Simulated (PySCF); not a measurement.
# Removal energies of Br⁵⁺ from EOM-IP-GCCSD

Reference: closed-shell Br⁵⁺, [Ar] 3d10 4s2; one electron is removed. Calculated with PySCF 2.14, two-component X2C-1e with screened spin-orbit coupling, x2c-TZVPPall-2c with one added diffuse shell each of s, p, d type (7s8p5d1f, 63 functions); frozen [Ne]; all 96 virtual spinors kept. No Breit or QED terms. Binding energies in eV.

| level | Koopmans | second order | EOM-CCSD |
| --- | --- | --- | --- |
| 3p1/2 | 280.57 | 274.41 | 276.85 |
| 3p3/2 | 273.24 | 267.62 | 270.47 |
| 3d3/2 | 156.95 | 150.92 | 152.76 |
| 3d5/2 | 155.82 | 149.86 | 151.69 |
| 4s1/2 | 85.517 | 86.361 | 86.714 |

In EOM-CCSD the overlap with the one-orbital guess is low for 3p3/2 (weight 0.61). That can mean mixing with two-hole, one-particle states, where second order and EOM-CCSD lose accuracy, or only a rotation among the degenerate components of the shell; the terms of those configurations are not listed.

For comparison, the ionisation energy of Br⁵⁺ is 87.39 ± 0.025 eV (measured; NIST Atomic Spectra Database, ionization energies).

Gaps of this size point to the basis (7s8p5d1f), which has few functions of high l to correlate and polarise the inner shells.

Where second order misses EOM-CCSD by more than 1 eV, it overshoots the relaxation and correlation of that hole or particle, which higher orders damp.
